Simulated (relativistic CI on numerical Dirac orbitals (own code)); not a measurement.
**Calculated levels, Yb15+**

These numbers are calculated, not measured: Dirac-Coulomb-Breit CI, separate exchange-only KLI orbitals for each configuration, model QED (radiative potential, 1s self-energy scaled to tabulated hydrogen-like ionisation energies), unscaled Slater integrals (own radial code, finite nucleus).

Configurations in the expansion (outside the closed core [Ar] 3d10): 4s2 4p6 4d10 4f9, 4s2 4p6 4d10 4f7 5s2, 4s2 4p6 4d10 4f7 5s 5p, 4s2 4p6 4d10 4f8 5p, 4s2 4p6 4d9 4f10, 4s2 4p6 4d10 4f8 6p, 4s2 4p5 4d10 4f10, 4s 4p6 4d10 4f10, 4p6 4d10 4f11. Levels of other configurations are missing.

| No. | Configuration | Term | J | E (cm⁻¹) | % | Next component (%) | Landé g |
| --- | --- | --- | --- | --- | --- | --- | --- |
| 41 | 4s2 4p6 4d10 4f7 5s2 | 6G° | 5/2 | 103311.5 | 54 | 28 4D° | 1.036 |
| 42 | 4s2 4p6 4d10 4f7 5s2 | 4L° | 13/2 | 103413.5 | 32 | 21 4H° | 1.029 |
| 43 | 4s2 4p6 4d10 4f7 5s2 | 4H° | 7/2 | 104169.0 | 41 | 24 4D° | 0.990 |
| 44 | 4s2 4p6 4d10 4f7 5s2 | 4L° | 15/2 | 104771.8 | 58 | 32 4K° | 1.010 |
| 45 | 4s2 4p6 4d10 4f7 5s2 | 4N° | 17/2 | 104961.5 | 31 | 30 4L° | 1.036 |
| 46 | 4s2 4p6 4d10 4f7 5s2 | 4D° | 3/2 | 105343.6 | 61 | 26 6G° | 0.857 |
| 47 | 4s2 4p6 4d10 4f7 5s2 | 4H° | 13/2 | 105520.3 | 43 | 28 4L° | 1.074 |
| 48 | 4s2 4p6 4d10 4f7 5s2 | 4D° | 1/2 | 105965.4 | 62 | 33 4s2 4p6 4d10 4f9 6F° | -0.212 |
| 49 | 4s2 4p6 4d10 4f7 5s2 | 6F° | 9/2 | 107623.8 | 34 | 17 6G° | 1.298 |
| 50 | 4s2 4p6 4d10 4f7 5s2 | 6F° | 7/2 | 107952.3 | 26 | 19 4G° | 1.208 |
| 51 | 4s2 4p6 4d10 4f7 5s2 | 6F° | 11/2 | 108034.5 | 34 | 26 4H° | 1.290 |
| 52 | 4s2 4p6 4d10 4f7 5s2 | 4K° | 11/2 | 109034.0 | 67 | 12 2I° | 0.854 |
| 53 | 4s2 4p6 4d10 4f7 5s2 | 4L° | 19/2 | 109197.2 | 80 | 16 4N° | 1.122 |
| 54 | 4s2 4p6 4d10 4f7 5s2 | 4G° | 5/2 | 109425.1 | 27 | 18 6H° | 0.826 |
| 55 | 4s2 4p6 4d10 4f7 5s2 | 6H° | 15/2 | 110585.2 | 34 | 19 4s2 4p6 4d10 4f9 4I° | 1.186 |
| 56 | 4s2 4p6 4d10 4f7 5s2 | 6F° | 5/2 | 111012.6 | 31 | 18 4s2 4p6 4d10 4f9 6F° | 1.036 |
| 57 | 4s2 4p6 4d10 4f7 5s2 | 6F° | 3/2 | 111105.2 | 49 | 28 4s2 4p6 4d10 4f9 6F° | 1.044 |
| 58 | 4s2 4p6 4d10 4f7 5s2 | 4H° | 9/2 | 111442.1 | 27 | 20 4s2 4p6 4d10 4f9 4F° | 1.185 |
| 59 | 4s2 4p6 4d10 4f7 5s2 | 4G° | 7/2 | 112468.6 | 24 | 21 6G° | 1.102 |
| 60 | 4s2 4p6 4d10 4f7 5s2 | 6H° | 9/2 | 112553.3 | 25 | 21 4H° | 1.056 |
| 61 | 4s2 4p6 4d10 4f7 5s2 | 6F° | 1/2 | 112587.5 | 49 | 24 4s2 4p6 4d10 4f9 6F° | -0.472 |
| 62 | 4s2 4p6 4d10 4f7 5s2 | 4H° | 11/2 | 112650.1 | 35 | 34 6H° | 1.171 |
| 63 | 4s2 4p6 4d10 4f7 5s2 | 6H° | 15/2 | 113233.9 | 27 | 20 4s2 4p6 4d10 4f9 4I° | 1.192 |
| 64 | 4s2 4p6 4d10 4f7 5s2 | 4L° | 17/2 | 114328.7 | 54 | 19 4K° | 1.098 |
| 65 | 4s2 4p6 4d10 4f7 5s2 | 6H° | 13/2 | 114786.7 | 20 | 19 4K° | 1.107 |
| 66 | 4s2 4p6 4d10 4f7 5s2 | 4H° | 9/2 | 114948.4 | 34 | 19 4s2 4p6 4d10 4f9 4F° | 1.147 |
| 67 | 4s2 4p6 4d10 4f9 | 4M° | 21/2 | 115878.6 | 83 | 8 4s2 4p6 4d10 4f7 5s2 4M° | 1.132 |
| 68 | 4s2 4p6 4d10 4f7 5s2 | 4H° | 7/2 | 115973.5 | 24 | 23 6H° | 0.964 |
| 69 | 4s2 4p6 4d10 4f7 5s2 | 4K° | 15/2 | 116065.6 | 35 | 25 4L° | 1.075 |
| 70 | 4s2 4p6 4d10 4f9 | 4G° | 11/2 | 116294.1 | 76 | 5 6H° | 1.249 |
| 71 | 4s2 4p6 4d10 4f7 5s2 | 4K° | 13/2 | 116727.4 | 33 | 25 4H° | 1.074 |
| 72 | 4s2 4p6 4d10 4f7 5s2 | 4H° | 11/2 | 117436.3 | 37 | 24 4I° | 1.091 |
| 73 | 4s2 4p6 4d10 4f7 5s2 | 2Q° | 23/2 | 117871.9 | 79 | 13 2O° | 0.982 |
| 74 | 4s2 4p6 4d10 4f7 5s2 | 4H° | 7/2 | 118246.6 | 39 | 16 6H° | 0.892 |
| 75 | 4s2 4p6 4d10 4f9 | 4M° | 19/2 | 118392.5 | 57 | 27 4L° | 1.087 |
| 76 | 4s2 4p6 4d10 4f9 | 4K° | 17/2 | 118671.1 | 30 | 27 4M° | 1.068 |
| 77 | 4s2 4p6 4d10 4f7 5s2 | 4G° | 5/2 | 119037.5 | 43 | 19 4F° | 0.840 |
| 78 | 4s2 4p6 4d10 4f7 5s2 | 4I° | 9/2 | 119271.1 | 25 | 21 4H° | 1.024 |
| 79 | 4s2 4p6 4d10 4f9 | 4I° | 13/2 | 119595.0 | 37 | 14 4s2 4p6 4d10 4f7 5s2 4H° | 1.109 |
| 80 | 4s2 4p6 4d10 4f7 5s2 | 4S° | 3/2 | 119819.5 | 74 | 10 4P° | 1.896 |
| 81 | 4s2 4p6 4d10 4f7 5s2 | 4G° | 11/2 | 120411.2 | 50 | 11 4H° | 1.181 |
| 82 | 4s2 4p6 4d10 4f7 5s2 | 4H° | 13/2 | 120667.2 | 31 | 26 4I° | 1.135 |
| 83 | 4s2 4p6 4d10 4f7 5s2 | 6H° | 9/2 | 120743.9 | 25 | 21 4F° | 1.067 |
| 84 | 4s2 4p6 4d10 4f7 5s2 | 2Q° | 25/2 | 121401.9 | 100 |  | 1.038 |
| 85 | 4s2 4p6 4d10 4f9 | 4F° | 7/2 | 121426.1 | 34 | 24 4s2 4p6 4d10 4f7 5s2 4G° | 1.126 |

Energies count from the lowest computed level; ° marks odd parity.

The mean weight of the leading LS term, summed over parents, in these 45 levels is 44 %, and that of the leading jj configuration (from the same eigenvectors) 44 %.

At this charge transitions that keep the count of f electrons are usually good to a few per cent. Terms inside the open d or f shell come out 10 to 20 % too wide with unscaled integrals. Levels and lines within the n = 5 or 6 shells can be off by up to 10 % or somewhat more, and those that change n by about 2 %, since core polarisation is missing. Levels that differ in their count of f electrons can be misplaced by several ten thousand cm⁻¹, since the correlation energy of f electrons is missing or only estimated; rates across such gaps can be off by orders of magnitude. The computed lowest level isn't the tabulated ground level, which NIST ASD gives as 4f9 6H°15/2; for such ions that label comes from theory and may be the wrong one.

LS names give the leading component of a level, which can be under half, so a name can repeat, a term be missing and a line seem to break the LS rules.
